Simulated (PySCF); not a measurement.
Work out the structure from these simulated measurements.

Formula: C8H16FP.

- Dipole: 3.15 D [HF/pcSseg-1]
- NMR, other nuclei: isotropic shieldings of nuclei other than C and H, by class: 301 (1 F), 133 (1 P) ppm [GIAO HF/pcSseg-1]
- 1H NMR: chemical shifts (computed TMS as zero) by class: 2.98 (1 H), 1.18 (6 H), 1.17 (9 H) ppm [GIAO HF/pcSseg-1]
- 13C NMR: chemical shifts (computed TMS as zero) by class: 249.5 (1 C), 33.0 (1 C), 29.3 (3 C), 22.1 (1 C), 19.8 (2 C) ppm [GIAO HF/pcSseg-1]
- Rotational structure: rotational constants A, B, C: 1.708, 0.720, 0.652 GHz [PBE0-D3(BJ)/def2-SVP]

Gas-phase values; electronic properties from PySCF, density fitting. Levels stand in brackets. NMR shifts are as computed; neighbouring signals can stand in another order in a measured spectrum. The structure is a single PBE0-D3(BJ)/def2-SVP conformer in the gas phase; no vibrational or solvent corrections. NMR classes are plain means over equivalent atoms (diastereotopic ones count apart unless rotation or inversion swaps them), as if these changed places fast.

Q: What is the compound? Reason from the data.

A: Numbering: `[CH3:1][CH:2]([CH3:3])/[C:4]([F:5])=[P:6]\[C:7]([CH3:8])([CH3:9])[CH3:10]`. 8 carbons fall into 5 classes; from least to most shielded: carbon bonded to C, F and P [C4] (249.5 ppm), sp3 CH carbon [C2] (33.0 ppm), methyl carbon [C8/C9/C10] (29.3 ppm, 3 C, up to 5.4 ppm apart in this geometry), sp3 carbon bound to phosphorus [C7] (22.1 ppm), methyl carbon [C1/C3] (19.8 ppm, 2 C). Hydrogen classes from least to most shielded: 1 H on an sp3 CH carbon, C2 (2.98 ppm), 6 H on 2 methyl carbons, C1/C3 (1.18 ppm), 9 H on 3 methyl carbons, C8/C9/C10 (1.17 ppm, a mean of values up to 0.5 ppm apart in this geometry). The other shieldings belong to: 301 ppm, fluorine bonded to C [F5]; 133 ppm, phosphorus bonded to 2 C [P6]. The optimised geometry has point group Cs and is an asymmetric top. Structure: `CC(C)/C(F)=P\C(C)(C)C`. Computed isomers that give other values at the same levels: `CCCC/P=C(\F)C(C)C` (13C chemical shifts (computed TMS as zero) by class: 244.3 (1 C), 34.2 (1 C), 28.6 (1 C), 24.0 (1 C), 19.9 (2 C), 18.0 (1 C), 13.8 (1 C) ppm). The assignments are read from this structure; whether some other isomer fits the data as well wasn't checked.

The values belong to the conformer `[CH3:1][CH:2]([CH3:3])/[C:4]([F:5])=[P:6]\[C:7]([CH3:8])([CH3:9])[CH3:10]`: C1–C2–C4–F5 62°, C4–P6–C7–C8 64°.
